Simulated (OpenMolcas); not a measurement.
## Multiconfigurational calculation on Dy2+

Input:

```
&GATEWAY
Coord
1

Dy 0.0 0.0 0.0
Basis=ANO-RCC-VQZP
Group=XYZ
NoMove
AngMom=0.0 0.0 0.0
AMFI
&SEWARD
&RASSCF
FileOrb=start.orb
Symmetry=1
Spin=5
nActEl=10 0 0
Inactive=15 12
Ras2=0 7
CIRoot=35 35 1
SDav=35
CIMx=300
Iter=120 100
PrWF=0.3
OrbListing=Nothing
MaxOrb=0
Atom
>>> COPY $Project.JobIph JOB001
&RASSCF
FileOrb=start.orb
Symmetry=1
Spin=3
nActEl=10 0 0
Inactive=15 12
Ras2=0 7
CIRoot=210 210 1
SDav=210
CIMx=300
Iter=120 100
PrWF=0.3
OrbListing=Nothing
MaxOrb=0
Atom
>>> COPY $Project.JobIph JOB002
&RASSCF
FileOrb=start.orb
Symmetry=1
Spin=1
nActEl=10 0 0
Inactive=15 12
Ras2=0 7
CIRoot=196 196 1
SDav=196
CIMx=300
Iter=120 100
PrWF=0.3
OrbListing=Nothing
MaxOrb=0
Atom
LevShft=4.0
>>> COPY $Project.JobIph JOB003
&RASSI
NrOfJobIphs=3 35 159 105
1 2 3 4 5 6 7 8 9 10 11 12 13 14 15 16 17 18 19 20 21 22 23 24 25 26 27
28 29 30 31 32 33 34 35
1 2 3 4 5 6 7 8 9 10 11 12 13 14 15 16 17 18 19 20 21 22 23 24 25 26 27
28 29 30 31 32 33 34 35 36 37 38 39 40 41 42 43 44 45 46 47 48 49 50 51
52 53 54 55 56 57 58 59 60 61 62 63 64 65 66 67 68 69 70 71 72 73 74 75
76 77 78 79 80 81 82 83 84 85 86 87 88 89 90 91 92 93 94 95 96 97 98 99
100 101 102 103 104 105 106 107 108 109 110 111 112 113 114 115 116 117
118 119 120 121 122 123 124 125 126 127 128 129 130 131 132 133 134 135
136 137 138 139 140 141 142 143 144 145 146 147 148 149 150 151 152 153
154 155 156 157 158 159
1 2 3 4 5 6 7 8 9 10 11 12 13 14 15 16 17 18 19 20 21 22 23 24 25 26 27
28 29 30 31 32 33 34 35 36 37 38 39 40 41 42 43 44 45 46 47 48 49 50 51
52 53 54 55 56 57 58 59 60 61 62 63 64 65 66 67 68 69 70 71 72 73 74 75
76 77 78 79 80 81 82 83 84 85 86 87 88 89 90 91 92 93 94 95 96 97 98 99
100 101 102 103 104 105
IphNames
JOB001
JOB002
JOB003
EJob
SpinOrbit
DIPRint=1.0
SOCoupling=1000.0
Subsets=2
Property=9
'ANGMOM' 1 'ANGMOM' 2 'ANGMOM' 3 'MLTPL  1' 1 'MLTPL  1' 2 'MLTPL  1' 3
'AMFI' 1 'AMFI' 2 'AMFI' 3
SOProperty=3
'ANGMOM' 1 'ANGMOM' 2 'ANGMOM' 3
```

Launched by
```bash
OMP_NUM_THREADS=1 MOLCAS_MEM=2252 MOLCAS_PROJECT=a pymolcas a.inp > a.log  # once for each step of the input, in one work folder
```

A driver script runs the steps one by one and writes start.orb anew before each from the orbitals found so far.

Output, cut to the results:

```
--- SEWARD ---
Basis set label: DY.ANO-RCC...9S8P6D4F3G2H.

      Electronic valence basis set:
      ------------------
      Associated Effective Charge  66.000000 au
      Associated Actual Charge     66.000000 au
      Nuclear Model: Point charge

      Shell  nPrim  nBasis  Cartesian Spherical Contaminant
         s      25       9        X
         p      22       8        X
         d      15       6                 X
         f      11       4                 X
         g       4       3                 X
         h       2       2                 X
                  Relativistic Douglas-Kroll-Hess integrals:
                    - DKH order of Hamiltonian: 2
                    - DKH order of Properties : 0
                  Atomic mean-field integrals
--- RASSCF ---
Wave function specifications:
      -----------------------------

      Number of closed shell electrons          54
      Number of electrons in active shells      10
      Max number of holes in RAS1 space          0
      Max nr of electrons in RAS3 space          0
      Number of inactive orbitals               27
      Number of active orbitals                  7
      Number of secondary orbitals             106
      Spin quantum number                      2.0
      State symmetry                             1
Orbital specifications:
      -----------------------

      Symmetry species                           1   2
                                                ag  au
      Frozen orbitals                            0   0
      Inactive orbitals                         15  12
      Active orbitals                            0   7
      RAS1 orbitals                              0   0
      RAS2 orbitals                              0   7
      RAS3 orbitals                              0   0
      Secondary orbitals                        51  55
      Deleted orbitals                           0   0
      Number of basis functions                 66  74
      Number of CSFs                            35
      Number of root(s) required                35
      Iter CI   SX   CI       RASSCF       Energy    max ROT     max BLB   max BLB  Level Ln srch  Step   QN
          iter iter root      energy       change     param      element    value   shift minimum  type update
 Nr of preliminary CI iterations:   1
      Total energies have been shifted. Add               -12000.00 au
        1   1   14    0  -145.68219009    0.00E+00   3.95E-02   19  38 2 -1.10E-01*  0.00   0.00    SX    NO
        2   1   13    0  -145.66831925    1.39E-02* -4.99E-02   13  32 2  1.63E-01*  0.00   0.00    SX    NO
        3   1   14    0  -145.63952138    2.88E-02*  7.31E-02   15  34 2 -2.23E-01*  0.00   0.00    SX    NO
        4   1   13    0  -145.56658221    7.29E-02*  8.98E-02   15  34 2  3.47E-01*  0.00   0.00    SX    NO
        5   1   14    0  -145.50850972    5.81E-02* -5.36E-02   15  34 2 -3.91E-01*  0.00   0.45    SX   YES
        6   1   13    0  -145.69706789   -1.89E-01*  8.59E-03   15  34 2  3.93E-02*  0.00   0.92    QN   YES
        7   1   12    0  -145.69931595   -2.25E-03*  1.47E-03   11  24 2  7.39E-03*  0.00   0.91    QN   YES
        8   1   11    0  -145.69938926   -7.33E-05*  1.77E-04    9  19 1 -8.46E-04*  0.00   1.04    QN   YES
        9   1    8    0  -145.69939075   -1.49E-06*  2.19E-05   16  35 2  1.17E-04*  0.00   1.03    QN   YES
       10   1    6    0  -145.69939077   -2.26E-08*  1.40E-06    9  18 1  1.40E-05   0.00   0.99    QN   YES
       11   1    2    0  -145.69939077   -1.58E-10   8.28E-08   15  18 1 -6.63E-07   0.00   1.05    QN   YES
      Convergence after 11 iterations
       12   1    2    0  -145.69939077   -1.27E-11   8.28E-08   16  35 2 -3.37E-07   0.00   1.05    QN   YES
      Natural orbitals and occupation numbers for root  1
      sym 2:   1.708176   1.423935   1.644990   1.336252   1.567525   1.030694   1.288428
      Natural orbitals and occupation numbers for root  2
      sym 2:   1.711673   1.793367   1.662844   1.223927   1.268745   1.136149   1.203296
      Natural orbitals and occupation numbers for root  3
      sym 2:   1.552843   1.019568   1.401415   1.274576   1.722188   1.441810   1.587601
::    RASSCF root number  1 Total energy: -12145.77384541
::    RASSCF root number  2 Total energy: -12145.77384541
::    RASSCF root number  3 Total energy: -12145.77384541
::    RASSCF root number  4 Total energy: -12145.77384541
::    RASSCF root number  5 Total energy: -12145.77384541
...
--- RASSI ---
SPIN-FREE ENERGIES:
  (Shifted by EMIN (a.u.) =     -12145.7738454132)

 SF State       Relative EMIN(au)   Rel lowest level(eV)    D:o, cm**(-1)      L_eff

     1             0.0000000000        0.0000000000              0.0000         6.0
     2             0.0000000000        0.0000000000              0.0000         6.0
     3             0.0000000000        0.0000000000              0.0000         6.0
     4             0.0000000000        0.0000000000              0.0000         6.0
     5             0.0000000000        0.0000000000              0.0000         6.0
     6             0.0000000000        0.0000000000              0.0000         6.0
     7             0.0000000000        0.0000000000              0.0000         6.0
     8             0.0000000000        0.0000000000              0.0000         6.0
     9             0.0000000000        0.0000000000              0.0000         6.0
    10             0.0000000000        0.0000000000              0.0000         6.0
    11             0.0000000000        0.0000000000              0.0000         6.0
    12             0.0000000000        0.0000000000              0.0000         6.0
    13             0.0000000000        0.0000000000              0.0000         6.0
    14             0.0744546432        2.0260140548          16340.9054         3.0
    15             0.0744546432        2.0260140548          16340.9054         3.0
    16             0.0744546432        2.0260140548          16340.9054         0.5
    17             0.0744546432        2.0260140548          16340.9054         3.0
    18             0.0744546432        2.0260140548          16340.9054         3.0
    19             0.0744546432        2.0260140548          16340.9054         3.0
    20             0.0744546432        2.0260140548          16340.9054         3.0
    21             0.0744546432        2.0260140548          16340.9054         3.0
...
```

Levels above the lowest, from the spin-orbit matrix, grouped by J:

```json
{"Configuration": "4f10", "Term": "5I", "J": "8", "E (cm-1)": "0.0", "Term weight %": "95", "Second": "5 3K(1)"}
{"Configuration": "4f10", "Term": "5I", "J": "7", "E (cm-1)": "4256", "Term weight %": "98", "Second": ""}
{"Configuration": "4f10", "Term": "5I", "J": "6", "E (cm-1)": "7387", "Term weight %": "97", "Second": ""}
{"Configuration": "4f10", "Term": "5I", "J": "5", "E (cm-1)": "9749", "Term weight %": "95", "Second": "4 3H(1)"}
{"Configuration": "4f10", "Term": "5I", "J": "4", "E (cm-1)": "11593", "Term weight %": "94", "Second": "6 3H(1)"}
{"Configuration": "4f10", "Term": "5F", "J": "5", "E (cm-1)": "18510", "Term weight %": "84", "Second": "14 3G(1)"}
{"Configuration": "4f10", "Term": "5S", "J": "2", "E (cm-1)": "21050", "Term weight %": "79", "Second": "13 3P"}
{"Configuration": "4f10", "Term": "5F", "J": "4", "E (cm-1)": "21272", "Term weight %": "94", "Second": "2 3F(2)"}
{"Configuration": "4f10", "Term": "3K(1)", "J": "8", "E (cm-1)": "21574", "Term weight %": "80", "Second": "8 3L"}
{"Configuration": "4f10", "Term": "5F", "J": "3", "E (cm-1)": "22972", "Term weight %": "92", "Second": "4 3D"}
{"Configuration": "4f10", "Term": "5F", "J": "2", "E (cm-1)": "23518", "Term weight %": "72", "Second": "13 3D"}
{"Configuration": "4f10", "Term": "5F", "J": "1", "E (cm-1)": "24490", "Term weight %": "83", "Second": "16 3D"}
{"Configuration": "4f10", "Term": "3K(1)", "J": "7", "E (cm-1)": "25742", "Term weight %": "89", "Second": "7 3L"}
{"Configuration": "4f10", "Term": "3H(1)", "J": "6", "E (cm-1)": "26226", "Term weight %": "51", "Second": "45 5G"}
{"Configuration": "4f10", "Term": "3G(1)", "J": "5", "E (cm-1)": "26775", "Term weight %": "48", "Second": "20 3H(1)"}
{"Configuration": "4f10", "Term": "3K(1)", "J": "6", "E (cm-1)": "29087", "Term weight %": "92", "Second": "3 5G"}
{"Configuration": "4f10", "Term": "3G(1)", "J": "4", "E (cm-1)": "29569", "Term weight %": "49", "Second": "34 5G"}
{"Configuration": "4f10", "Term": "5G", "J": "6", "E (cm-1)": "29691", "Term weight %": "50", "Second": "44 3H(1)"}
{"Configuration": "4f10", "Term": "3L", "J": "9", "E (cm-1)": "30065", "Term weight %": "92", "Second": "8 3M"}
{"Configuration": "4f10", "Term": "5G", "J": "5", "E (cm-1)": "30747", "Term weight %": "69", "Second": "28 3H(1)"}
{"Configuration": "4f10", "Term": "3D", "J": "2", "E (cm-1)": "30865", "Term weight %": "26", "Second": "20 5F"}
{"Configuration": "4f10", "Term": "3H(1)", "J": "4", "E (cm-1)": "32685", "Term weight %": "35", "Second": "30 5G"}
{"Configuration": "4f10", "Term": "5G", "J": "3", "E (cm-1)": "32947", "Term weight %": "69", "Second": "13 3G(1)"}
{"Configuration": "4f10", "Term": "5G", "J": "2", "E (cm-1)": "34474", "Term weight %": "64", "Second": "18 3F(1)"}
```

High states are left out of the spin-orbit mixing, which shifts the levels that they would mix with. Without dynamic correlation excited terms often stand tens of per cent too high (terms of higher spin than the ground term too low), and those without a measured partner can miss by more than the paired ones. Levels of configurations outside the active space are missing. The first state left out of the spin-orbit step lies near 62000 cm-1 above the lowest spin-free state of the reference (among the parities and spins computed), and the list stops at four fifths of that energy or lower. The table shows the lowest 24 of 48 levels.

The term weight is that of the spin-free term in the level, not the purity of its configuration. A number in round brackets counts repeated terms of one configuration in the order of the reference energies.
